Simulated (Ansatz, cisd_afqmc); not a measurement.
Species: Al, charge 0, doublet.

Total energies in cc-pV(T+d)Z, 3 correlated electrons, 5 frozen orbitals. Open shells are spin-unrestricted; no spin-orbit coupling. Correlated methods leave the cores frozen. No relativity. AFQMC is phaseless with a CISD trial state; ± is one standard error, without the phaseless bias. Outlying blocks are dropped, and bars are widened where a walk drifts. Over all cases where full CI ran beside it in this data, AFQMC minus full CI had a median of +0.1 mEh and passed +0.4 mEh in a tenth of the cases. Full CI freezes restricted core orbitals and the other rows unrestricted ones, which leaves a small offset even where coupled cluster is exact.

```json
[
 {"method": "HF", "program": "Ansatz", "energy (Eh)": "-241.87908", "error against FCI (mEh)": "52.69"},
 {"method": "MP2", "program": "Ansatz", "energy (Eh)": "-241.91496", "error against FCI (mEh)": "16.81"},
 {"method": "CCSD", "program": "Ansatz", "energy (Eh)": "-241.93016", "error against FCI (mEh)": "1.61"},
 {"method": "CCSD(T)", "program": "Ansatz", "energy (Eh)": "-241.93131", "error against FCI (mEh)": "0.46"},
 {"method": "CCSDT", "program": "Ansatz", "energy (Eh)": "-241.93179", "error against FCI (mEh)": "-0.02"},
 {"method": "AFQMC/CISD", "program": "cisd_afqmc", "energy (Eh)": "-241.9316 ± 0.0001", "error against FCI (mEh)": "0.2 ± 0.1"},
 {"method": "FCI", "program": "Ansatz", "energy (Eh)": "-241.93177", "error against FCI (mEh)": "0.00"}
]
```

Ansatz is a quantum-chemistry and plane-wave program.
